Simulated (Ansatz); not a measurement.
Ansatz (a program for electronic structure) input (B3LYP/6-31G*):

Ansatz 0.2 input:
```yaml
crystal:
  periodic: [false, false, false]
  atoms:
    - {symbol: S, position_ang: [1.01046661, -0.46484184, 0.00720538]}
    - {symbol: S, position_ang: [-0.89932388, 0.49900754, -0.00599869]}
    - {symbol: H, position_ang: [-1.77828370, -0.54665120, -0.01930688]}
basis:
  gaussian:
    orbitals: 6-31G*
hamiltonian:
  xc: {name: B3LYP}
total_charge: -1
phonons: {temperatures: {t_min: 298.15, t_max: 298.15, t_step: 100}}
```

Question: Which harmonic wavenumbers does it give?

Answer: 444, 826, 2495 cm⁻¹ (unscaled; negative means imaginary).
